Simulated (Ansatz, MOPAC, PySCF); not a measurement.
Species: SnBr, net charge 0, doublet state. SMILES: [Sn][Br]
Geometry from a B3LYP-D3(BJ)/def2-TZVP (Ansatz, a first-principles code) optimisation:
```
Sn
Br 1 2.5465
```
Charge 0, spin multiplicity 2.

Unscaled harmonic wavenumbers (cm⁻¹) in rising order, each level at the stationary point that it reaches from this structure (no distance between atoms moves by over 0.3 Å); the order of modes can differ between levels, and a negative number is imaginary. B3LYP-D3(BJ)/def2-TZVP (PySCF, at the structure above): 233.

PM7 (MOPAC): 238. Zero-point energy 0.3 against 0.3 kcal/mol.

HF/LANL2DZ (Ansatz): 214. Zero-point energy 0.3 against 0.3 kcal/mol.

B3LYP/LANL2DZ (Ansatz): 213. Zero-point energy 0.3 against 0.3 kcal/mol.
